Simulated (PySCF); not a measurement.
**Ionisation energy of Cd³⁶⁺ by level of theory**

Cd³⁶⁺ [Ne] 3s2 (1S) → Cd³⁷⁺ [Ne] 3s1 (2S), as a difference of total energies. Calculation: PySCF 2.14, in an even-tempered Gaussian basis (16 s from 6.2 bohr⁻², ratio 2.5; 10 p from 8.1 bohr⁻², ratio 2.5; 4 d from 30 bohr⁻², ratio 2.7; 4 f from 45 bohr⁻², ratio 2.7); the non-relativistic Hamiltonian (point nucleus). Correlated levels: outer shells: 1s2 frozen; virtual orbitals above 40 to 60 times the deepest correlated orbital energy dropped. The calculations carry no spin-orbit coupling.

```csv
method,ionisation energy (eV)
UHF,2350.1
LDA,2354.0
PBE,2355.7
PBE0,2354.5
r2SCAN,2350.1
B2PLYP,2354.1
revPBE,2355.0
MP2 (outer shells),2353.8
SCS-MP2 (outer shells),2354.3
```

How much does correlation contribute at MP2 (outer shells)?

2353.8 − (2350.1) = 3.7 eV, measured against UHF.

The gap to the reference is mostly relativistic.

For comparison: 2427 ± 3 eV (semi-empirical (NIST evaluation); NIST Atomic Spectra Database, ionization energies).
